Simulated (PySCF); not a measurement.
Cost of one run: geometry optimisation, `O=[C]([GeH3])[GeH3]`.

Method: PBE0-D3(BJ)/def2-SVP geometry optimisation, gas phase (PySCF 2.14.0). Work: geometry optimisation from a GFN2-xTB start shaken at random, density fitting. The command runs a driver script over a list of jobs; the input below is this job's line of settings and its coordinates in Å.

Command:
```bash
OMP_NUM_THREADS=1 python probes_run.py task.json out
```

Input:
```
{"job": {"xc": "PBE0", "basis": "def2-SVP", "d3": "d3bj", "grid": 1, "shake": 0.01, "kind": "geom"}, "charge": 0, "multiplicity": 1}
O      0.091300     2.022780     0.001340
C      0.022420     0.839470    -0.004690
Ge    -1.741190    -0.094430    -0.282310
Ge     1.743050    -0.207290     0.267830
H     -2.826760     0.891040    -0.464080
H     -1.656070    -0.991370    -1.468490
H     -2.010780    -0.981270     0.896050
H      2.027010    -1.033360    -0.944010
H      1.547060    -1.170320     1.424480
H      2.854390     0.703840     0.552840
```

Hardware: one thread, Arm Neoverse V1 (aarch64), no GPU (shared host). PySCF's memory limit was set to 1760 MB.

The basis has 122 functions.

Q: Estimate the wall time.

A: About 33 s. The run took 5 energy-and-gradient evaluations and 33 SCF cycles, 6.6 s an evaluation on average.

Q: Estimate the peak memory.

A: About 0.51 GiB. Peak memory is the resident size of the whole Python process, interpreter and libraries included.

Q: At this speed, how long would 20000 such jobs take on 96 cores, one job a core?

A: 20000/96 gives 209 rounds of 33 s, about 1.9 h of wall time and 180 core-hours, if the jobs don't slow each other.

Times come from a shared host and carry two figures at best.

The run converged: final energy -4269.63570 Eh after 4 steps; dipole 1.64 D.
